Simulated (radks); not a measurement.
Task: Radial electron density D(r) = 4 pi r^2 rho(r) of an atom or ion with 25 electrons. Calculated with a radial shooting solver on a logarithmic mesh with Libxc functionals: scalar-relativistic Kohn-Sham, LDA (Slater exchange, VWN5 correlation), spin-polarised, spherical densities, finite nucleus; Fermi nuclear charge, rms radius of each element as measured or else 0.836 A^(1/3) + 0.57 fm.

```
   r/bohr * D(r) (the largest magnitude, 54.2, reaches the edge; | marks zero)
 0.004705 |       *
 0.005886 |          *
 0.007364 |               *
 0.009287 |                    *
  0.01162 |                           *
  0.01454 |                                 *
  0.01819 |                                        *
  0.02275 |                                            *
  0.02869 |                                              *
   0.0359 |                                            *
  0.04491 |                                        *
  0.05618 |                                      *
  0.07029 |                                        *
  0.08864 |                                               *
   0.1109 |                                                      *
   0.1387 |                                                      *
   0.1736 |                                             *
   0.2172 |                                 *
   0.2717 |                             *
   0.3426 |                                 *
   0.4286 |                                  *
   0.5363 |                           *
   0.6709 |              *
   0.8394 |     *
    1.059 |*
    1.324 *
    1.657 *
```

What is the nuclear charge?

Result: Z = 37. The innermost maximum, from 1s, lies near gamma/Z bohr with gamma = sqrt(1 - (Z/c)^2) = 0.963, here 0.026 bohr (found: 0.0285), and its height grows with Z. The density is that of the rubidium ion Rb12+ in [Ar] 3d7; the configuration itself is not fixed sharply by these data, and Z only to a few units. D(r) has 3 maxima, at r = 0.0285, 0.125, 0.405 bohr, and minima at 0.0580, 0.270 bohr, inside which lie 2.05, 11.07 electrons.
